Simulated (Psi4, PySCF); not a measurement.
Psi4 was given this input:
```
memory 2 GB

molecule mol {
0 2
  C     0.802279    1.764772   -0.156944
  C     0.521419    0.400381    0.335212
  C    -0.744908   -0.310536    0.053762
  C    -0.534390   -1.811535   -0.166555
  H     1.852789    1.873334   -0.433665
  H    -1.484987   -2.307418   -0.349533
  H     0.605066    2.521196    0.614694
  H     0.182325    2.006382   -1.018695
  H    -0.072423   -2.261597    0.709042
  H     0.115524   -1.979906   -1.021981
  H     1.210297   -0.044783    1.033545
  H    -1.229456    0.127102   -0.823204
  H    -1.445533   -0.192802    0.896945
}

set basis 6-31g*
set reference uhf
set freeze_core true
set mp2_type conv
set scf_type pk
set puream true
set d_convergence 1e-8

energy('mp2')
print_variables()
```

### Question
Give the equivalent PySCF input.

### Answer
One answer among several that fit: 
```python
from pyscf import gto, scf, mp

mol = gto.Mole()
mol.atom = '''
    C     0.80227852    1.76477179   -0.15694418
    C     0.52141927    0.40038107    0.33521225
    C    -0.74490807   -0.31053583    0.05376212
    C    -0.53438974   -1.81153526   -0.16655504
    H     1.85278878    1.87333439   -0.43366452
    H    -1.48498727   -2.30741758   -0.34953270
    H     0.60506598    2.52119607    0.61469385
    H     0.18232470    2.00638185   -1.01869520
    H    -0.07242301   -2.26159652    0.70904246
    H     0.11552400   -1.97990561   -1.02198077
    H     1.21029694   -0.04478302    1.03354459
    H    -1.22945641    0.12710158   -0.82320378
    H    -1.44553349   -0.19280169    0.89694506
'''
mol.basis = '6-31g*'
mol.spin = 1
mol.verbose = 3
mol.build()

mf = scf.UHF(mol)
mf.kernel()

pt = mp.MP2(mf, frozen=4)
pt.kernel()
print('E(MP2) = %.10f' % pt.e_tot)
```

Both were run: Psi4 gave -157.163572 Eh and PySCF -157.163572 Eh, 0.000 mEh apart.
